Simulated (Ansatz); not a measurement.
Ideal-gas functions of ILi, SMILES `[Li][I]` at 800 K and 1 bar, from an Ansatz frequency run at PBE0-D4/def2-TZVP.

Molar mass 133.84 g/mol, point group C∞v (symmetry number 1), electronic degeneracy 1, moments of inertia 37.527 u Å². Harmonic wavenumbers (cm⁻¹, unscaled): 502.

Use S(trans) = R[1.5 ln M + 2.5 ln T − 1.1517]; rotational temperatures θ = 24.2544 K / I; S(rot) = R[ln(T/σθ) + 1]; for each mode x = 1.438777 ν̃/T, S = R[x/(eˣ − 1) − ln(1 − e⁻ˣ)] and H = RT x/(eˣ − 1); 1 cm⁻¹ = 0.0119627 kJ/mol; R = 8.31446 J/(mol·K).

Question: By hand: the entropy, in J/(mol·K).

Answer: Translation 190.4. Rotation: θ = 0.6463 K, giving 67.5. Vibration, mode by mode: 9.44, in all 9.4. Electronic 0.0. Sum 267.3 J/(mol·K).

Question: By hand: H − E and G − E in kJ/mol, counted from the electronic energy.

Answer: Zero-point energy ½ × 502 × 0.0119627 = 3.0; thermal vibration 4.1; translation, rotation and pV give 3.5 RT = 23.3. H − E = 30.4 kJ/mol, and G − E = 30.4 − 800 × 267.3/1000 = -183.4 kJ/mol.

Vibration gives 4 % of the entropy.
